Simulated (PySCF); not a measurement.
Assigning NMR signals

Mapped SMILES: `[CH3:1][C:2](=[O:3])[c:4]1[cH:5][cH:6][cH:7][c:8]([F:9])[cH:10]1` (H(Xn): hydrogen on atom n).

Computed data (PySCF): coordinates at the PBE0-D3(BJ)/def2-SVP level, shieldings: GIAO PBE0/pcSseg-1. One conformer, no solvent, fast rotation and ring inversion assumed for equivalent nuclei, non-relativistic Hamiltonian.

Referencing at the same level of theory: TMS for ¹³C (σref 184.41), ¹H (σref 31.27).

Task: Assign these signals to the numbered atoms. ¹³C{¹H} NMR (computed): δ 197.4 (C), 170.0 (C), 141.4 (C), 135.5 (CH), 129.3 (CH), 125.3 (CH), 120.8 (CH), 27.5 (CH3).

Result: 
197.4 → C2, ketone carbonyl carbon: low-lying n→π* states of the double bond to the heteroatom give a large paramagnetic term (-258 ppm)
170.0 → C8, aromatic carbon bearing fluorine: the electronegative substituent deshields the carbon that carries it
141.4 → C4, substituted aromatic carbon
135.5 → C6, aromatic CH: the aromatic region
129.3 → C5, aromatic CH
125.3 → C7, aromatic CH
120.8 → C10, aromatic CH
27.5 → C1, methyl carbon α to a carbonyl: α to the electron-withdrawing carbonyl group

Task: Assign these signals to the numbered atoms. ¹H NMR (600 MHz, computed): δ 8.26 (d, 1H), 7.59 (m, 1H), 7.46 (m, 1H), 7.31 (m, 1H), 2.55 (s, 3H).

Result: 
| δ (ppm) | atoms | environment | reason |
| --- | --- | --- | --- |
| 8.26 | H(C5) | hydrogen on an aromatic CH | ring current plus the deshielding of an ortho carbonyl group |
| 7.59 | H(C6) | hydrogen on an aromatic CH | – |
| 7.46 | H(C10) | hydrogen on an aromatic CH | – |
| 7.31 | H(C7) | hydrogen on an aromatic CH | – |
| 2.55 | H(C1) | hydrogen on a methyl carbon α to a carbonyl | α to C=O |

Splittings by ¹⁹F in the carbon and heteronuclear signals aren't shown, as no couplings were computed. Shifts are as computed. Against solution values, carbons near 30 ppm lie about +2 ppm off and those near 130 ppm about +5 ppm. Of 1211 compounds with measured shifts, 218 miss one by over three times the rms of a fit or turn the order of signals round; such compounds aren't used in these exercises. Multiplicities follow the n + 1 count of equivalent neighbours, as no J values were calculated; m marks all less simple cases, F and P coupling included.
